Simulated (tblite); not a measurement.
C6H6FPS.
Atom-mapped SMILES: `[CH3:1]/[C:2]([F:3])=[P:4]\[c:5]1[cH:6][cH:7][cH:8][s:9]1` (hydrogens: H10, H11, H12 on C1; H13 on C6; H14 on C7; H15 on C8)

Structure optimised with GFN2-xTB, isolated species.

Task: List the bond lengths, angles and torsions at this level.

Result: 
| bond | length (Å) | order |
| --- | --- | --- |
| C1–C2 | 1.487 | single |
| C2–F3 | 1.359 | single |
| C2=P4 | 1.686 | double |
| P4–C5 | 1.802 | single |
| C5–C6 | 1.372 | aromatic |
| C6–C7 | 1.407 | aromatic |
| C7–C8 | 1.359 | aromatic |
| C8–S9 | 1.714 | aromatic |
| C5–S9 | 1.743 | aromatic |
| C1–H10, C1–H11, C1–H12 | 1.089 | single |
| C6–H13 | 1.076 | single |
| C7–H14 | 1.075 | single |
| C8–H15 | 1.072 | single |

Bonds in one row agree within 0.01 Å and their mean is given. Orders are formal, as drawn. A selection of angles:
| angle | degrees |
| --- | --- |
| C1–C2–F3 | 112.2 |
| C1–C2–P4 | 134.3 |
| F3–C2–P4 | 113.4 |
| C2–P4–C5 | 103.9 |
| P4–C5–C6 | 121.8 |
| P4–C5–S9 | 127.5 |
| C6–C5–S9 | 110.2 |
| C5–C6–C7 | 113.6 |
| C6–C7–C8 | 112.4 |
| C7–C8–S9 | 112.3 |
| C5–S9–C8 | 91.4 |

Torsions: C1–C2–P4–C5 3° (synperiplanar); C2–P4–C5–C6 -156° (antiperiplanar). The mirror-image conformer, all signs reversed, is as good.

P4 (phosphorus bonded to 2 C) is bent (angle 103.9°). The C–P distances run from 1.686 Å (C2=P4, drawn double) to 1.802 Å (P4–C5, drawn single), a spread of 0.116 Å. The C–C distances run from 1.359 Å (C7–C8, aromatic) to 1.487 Å (C1–C2, drawn single), a spread of 0.128 Å. The 2 C–S bonds span 1.714 Å (C8–S9, aromatic) to 1.743 Å (C5–S9, aromatic), a spread of 0.029 Å. S9 (thiophene-type sulfur) is bent (angle 91.4°). Of the pairs four or more bonds apart, S9···H10 is among the closest relative to their van der Waals radii: 2.68 Å, 89 % of the sum of Bondi's values. The 5-membered ring C5–C6–C7–C8–S9 has internal angles of 91.4° to 113.6° (sum 540°, against 540° for a flat polygon); it is planar, 0.01 Å rms from its mean plane, widest ring torsion 2°.

Point group: C1 (no symmetry element, even within 0.4 Å). Its lowest GFN2-xTB frequency is 14i cm⁻¹, too small to tell a flat minimum from a shallow saddle. One conformer, not necessarily the lowest. 2 starts were optimised and ended at 0.00 and 0.27 kcal/mol (GFN2-xTB); the lowest of these is shown.

These are computed values.
